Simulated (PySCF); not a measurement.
Pb(OMe)(NH2) (CH₅NOPb), SMILES C[O][Pb][NH2] (connectivity only; charge and spin as stated), neutral, multiplicity 1.

Coordinates come from a PBE-D3(BJ)/def2-SVP optimisation. The structure was generated by enumeration; whether it is a known compound was not checked. The def2 effective core potentials stand for the cores of Pb; spin–orbit coupling is left out. The values are those of a single conformer.

Calculation: PySCF with PBE-D3(BJ)/def2-SVP.

Frequencies are harmonic and unscaled.

```
mode  ν (cm⁻¹)  IR (km/mol)  moving atoms (share of kinetic energy)
----  --------  -----------  --------------------------------------
1           75          0.3                                  H 94 %
2          139         19.9          O 47 %, H 24 %, C 16 %, N 12 %
3          143          0.7                  N 48 %, H 26 %, C 22 %
4          226          3.4          C 34 %, O 32 %, H 23 %, Pb 9 %
5          231        169.0                          H 83 %, N 16 %
6          384          0.6                                  H 98 %
7          444         51.0                                  O 77 %
8          514         40.2                          N 77 %, H 15 %
9          552         25.9                          H 81 %, N 17 %
10        1094        177.9                   O 46 %, C 45 %, H 9 %
11        1127          0.0                          H 76 %, C 19 %
12        1140          7.8                  H 69 %, C 21 %, O 10 %
13        1406         20.9                                  H 92 %
14        1410          2.1                                  H 96 %
15        1421         44.6                                  H 92 %
16        1442          7.6                           H 91 %, N 8 %
17        2846        142.9                                  H 97 %
18        2893         82.9                           H 91 %, C 9 %
19        2949         71.1                           H 91 %, C 9 %
20        3454          5.3                                  H 96 %
21        3573         13.0                           H 91 %, N 9 %
```
